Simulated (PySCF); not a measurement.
## TaBr at PBE0

Level: PBE0. PySCF, scalar-relativistic core potentials, basis sets Ta def2-TZVPP with ECP60, Br def2-TZVPP.

```
state                                            : ⁵Δ (quintet), unpaired electrons σ ↑, π ↑↑, δ ↑, a second solution, started from another occupation
bond length                                      : 2.488 Å
harmonic wavenumber                              : 240 cm⁻¹
force constant                                   : 1.87 mdyn/Å
rotational constant Be                           : 0.04957 cm⁻¹
anharmonicity ωexe                               : 0.513 cm⁻¹
vibration–rotation constant αe                   : 0.000145 cm⁻¹
bond order (Mayer)                               : 1.14
dipole moment (positive dipole means Ta(−)Br(+)) : -3.29 D
```

De is left out where the level can put another filling of the metal’s s and d shells below the measured ground configuration, by anything from nothing to about 1 eV. These are scalar-relativistic numbers at best; spin–orbit coupling would shift them, the dissociation energy most.
